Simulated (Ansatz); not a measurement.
`S/C=C/c1ccc(/C=C/c2ccc(/C=C/c3ccc(/C=C/c4ccc(/C=C/c5ccc(/C=C/c6ccc(S)cc6)cc5)cc4)cc3)cc2)cc1` with charge +1. The state is a doublet with charge 1. Geometry PBE-D4/def2-SVP, that of the neutral singlet; atoms count from 1.

```xyz
88

S     8.258   11.928   15.641
C     7.913   10.711   14.418
C     6.799   10.746   13.639
C     6.419    9.768   12.624
C     7.163    8.596   12.336
C     6.748    7.704   11.351
C     5.567    7.919   10.592
C     5.184    6.946    9.578
C     4.091    6.996    8.761
C     3.707    6.020    7.751
C     4.444    4.839    7.473
C     4.024    3.943    6.495
C     2.845    4.163    5.731
C     2.460    3.187    4.722
C     1.363    3.236    3.909
C     0.980    2.265    2.895
C    -0.199    2.488    2.133
C    -0.613    1.602    1.143
C     0.131    0.429    0.851
C    -0.240   -0.529   -0.180
C    -1.318   -0.459   -1.017
C    -1.680   -1.406   -2.061
C    -0.943   -2.584   -2.348
C    -1.332   -3.444   -3.371
C    -2.475   -3.187   -4.174
C    -2.818   -4.116   -5.241
C    -3.849   -4.003   -6.129
C    -4.185   -4.924   -7.205
C    -3.466   -6.123   -7.468
C    -3.820   -6.967   -8.514
C    -4.918   -6.671   -9.369
C    -5.327   -7.520  -10.480
C    -4.748   -8.689  -10.876
C    -5.155   -9.540  -11.989
C    -4.431  -10.729  -12.255
C    -4.774  -11.584  -13.305
C    -5.869  -11.277  -14.141
S    -6.252  -12.401  -15.456
C    -6.603  -10.095  -13.893
C    -6.252   -9.250  -12.841
C    -5.636   -5.478   -9.105
C    -5.281   -4.631   -8.055
C    -3.218   -2.014   -3.881
C    -2.830   -1.155   -2.857
C     1.306    0.203    1.617
C     1.721    1.089    2.607
C     2.109    5.344    6.009
C     2.529    6.240    6.987
C     4.822    9.091   10.882
C     5.237    9.984   11.866
H     9.487   11.455   15.987
H     8.651    9.899   14.327
H     6.099   11.590   13.766
H     8.083    8.376   12.899
H     7.347    6.801   11.151
H     5.871    6.087    9.485
H     3.405    7.856    8.853
H     5.364    4.622    8.037
H     4.617    3.035    6.301
H     3.147    2.329    4.627
H     0.676    4.094    4.006
H    -0.797    3.391    2.336
H    -1.533    1.822    0.580
H     0.446   -1.388   -0.278
H    -2.002    0.402   -0.921
H    -0.047   -2.828   -1.757
H    -0.738   -4.350   -3.573
H    -2.148   -4.989   -5.322
H    -4.513   -3.124   -6.055
H    -2.610   -6.395   -6.833
H    -3.235   -7.884   -8.677
H    -6.202   -7.148  -11.041
H    -3.873   -9.060  -10.315
H    -3.573  -10.985  -11.614
H    -4.188  -12.499  -13.480
H    -7.325  -11.714  -15.937
H    -7.461   -9.836  -14.532
H    -6.846   -8.339  -12.678
H    -6.492   -5.219   -9.747
H    -5.859   -3.710   -7.878
H    -4.117   -1.773   -4.468
H    -3.425   -0.250   -2.654
H     1.903   -0.700    1.414
H     2.639    0.869    3.171
H     1.190    5.562    5.445
H     1.937    7.149    7.180
H     3.898    9.305   10.324
H     4.637   10.885   12.068
```

Single mean-field runs in def2-SVP are fitted with def2-universal-jkfit.

Question: Estimate the Mulliken populations of the heavy atoms from the PBE0/def2-SVP orbitals of Ansatz.

Answer: 
| atom | charge (e) | spin (α − β) |
| --- | --- | --- |
| S1 | 0.04 | 0.04 |
| C2 | -0.15 | 0.06 |
| C3 | 0.03 | -0.02 |
| C4 | 0.02 | 0.06 |
| C5 | -0.02 | -0.02 |
| C6 | -0.03 | 0.03 |
| C7 | 0.01 | 0.00 |
| C8 | 0.01 | 0.07 |
| C9 | -0.01 | 0.01 |
| C10 | 0.03 | 0.05 |
| C11 | -0.01 | 0.00 |
| C12 | -0.03 | 0.01 |
| C13 | 0.02 | 0.03 |
| C14 | 0.00 | 0.05 |
| C15 | 0.00 | 0.03 |
| C16 | 0.02 | 0.04 |
| C17 | -0.03 | 0.00 |
| C18 | -0.01 | 0.01 |
| C19 | 0.02 | 0.04 |
| C20 | 0.00 | 0.04 |
| C21 | 0.00 | 0.04 |
| C22 | 0.02 | 0.03 |
| C23 | -0.01 | 0.01 |
| C24 | -0.03 | 0.00 |
| C25 | 0.02 | 0.04 |
| C26 | 0.00 | 0.02 |
| C27 | 0.01 | 0.05 |
| C28 | 0.02 | 0.02 |
| C29 | -0.01 | 0.02 |
| C30 | -0.02 | -0.01 |
| C31 | 0.03 | 0.05 |
| C32 | -0.01 | -0.01 |
| C33 | 0.01 | 0.07 |
| C34 | 0.01 | -0.01 |
| C35 | -0.04 | 0.03 |
| C36 | 0.01 | -0.01 |
| C37 | -0.11 | 0.04 |
| S38 | 0.05 | 0.03 |
| C39 | -0.01 | -0.02 |
| C40 | -0.02 | 0.03 |
| C41 | -0.03 | -0.01 |
| C42 | -0.02 | 0.02 |
| C43 | -0.01 | 0.00 |
| C44 | -0.03 | 0.01 |
| C45 | -0.03 | 0.01 |
| C46 | -0.01 | 0.01 |
| C47 | -0.01 | 0.02 |
| C48 | -0.03 | 0.00 |
| C49 | -0.01 | 0.03 |
| C50 | -0.03 | -0.02 |
Mulliken values depend strongly on the basis.

Question: Where does the spin sit?

Answer: Summed by element: S 0.07, C 0.96, H -0.04, of 1 unpaired in all. Largest on single atoms: C33 0.07, C8 0.07, C2 0.06.

Question: And the Mayer bond orders between heavy atoms (over 0.3, the first 40 of 55)?

Answer: S1–C2 1.15 (1.76 Å); C2–C3 1.72 (1.36 Å); C3–C4 1.17 (1.46 Å); C4–C5 1.31 (1.42 Å); C4–C50 1.30 (1.42 Å); C5–C6 1.47 (1.39 Å); C6–C7 1.29 (1.42 Å); C7–C8 1.15 (1.46 Å); C7–C49 1.30 (1.42 Å); C8–C9 1.61 (1.37 Å); C9–C10 1.16 (1.46 Å); C10–C11 1.29 (1.42 Å); C10–C48 1.28 (1.42 Å); C11–C12 1.47 (1.39 Å); C12–C13 1.28 (1.42 Å); C13–C14 1.16 (1.46 Å); C13–C47 1.29 (1.42 Å); C14–C15 1.60 (1.37 Å); C15–C16 1.16 (1.46 Å); C16–C17 1.28 (1.42 Å); C16–C46 1.29 (1.42 Å); C17–C18 1.47 (1.39 Å); C18–C19 1.29 (1.42 Å); C19–C20 1.16 (1.46 Å); C19–C45 1.28 (1.42 Å); C20–C21 1.60 (1.37 Å); C21–C22 1.16 (1.46 Å); C22–C23 1.29 (1.42 Å); C22–C44 1.28 (1.42 Å); C23–C24 1.47 (1.39 Å); C24–C25 1.28 (1.42 Å); C25–C26 1.16 (1.46 Å); C25–C43 1.29 (1.42 Å); C26–C27 1.60 (1.37 Å); C27–C28 1.16 (1.46 Å); C28–C29 1.28 (1.42 Å); C28–C42 1.30 (1.42 Å); C29–C30 1.50 (1.39 Å); C30–C31 1.28 (1.42 Å); C31–C32 1.15 (1.46 Å).
